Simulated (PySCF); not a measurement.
Si(F)2(H)(SeH), H2F2SeSi, SMILES F[SiH](F)[SeH], singlet, B3LYP/def2-SVP optimised geometry.

```
6

Si    -0.56    -0.69     0.00
F      1.06    -0.69     0.00
F     -1.04    -1.37     1.38
Se    -1.17    -1.93    -1.80
H     -1.06     0.69     0.00
H     -2.60    -1.63    -1.57
```

Density from B3LYP/def2-TZVP in PySCF at that geometry.

Minimum of the electron density along straight lines between bonded atoms, close to the bond critical point (lines longer than 1.1 times the sum of covalent radii, or with two minima, are not listed):

| bond | length / Å | ρ at the minimum / e bohr⁻³ | ∇²ρ there / e bohr⁻⁵ | position (fraction from the first atom) |
|---|---|---|---|---|
| Si1–F2 | 1.614 | 0.135 | 0.92 | 0.42 |
| Si1–F3 | 1.616 | 0.135 | 0.91 | 0.42 |
| Si1–Se4 | 2.268 | 0.099 | (withheld) | 0.36 |
| Si1–H5 | 1.476 | 0.130 | 0.11 | 0.49 |
| Se4–H6 | 1.478 | (withheld) | (withheld) | 0.63 |

Task: What belongs in the gaps?

Result: 
- Si1–Se4, ∇²ρ there / e bohr⁻⁵: -0.06
- Se4–H6, ρ at the minimum / e bohr⁻³: 0.172
- Se4–H6, ∇²ρ there / e bohr⁻⁵: -0.30
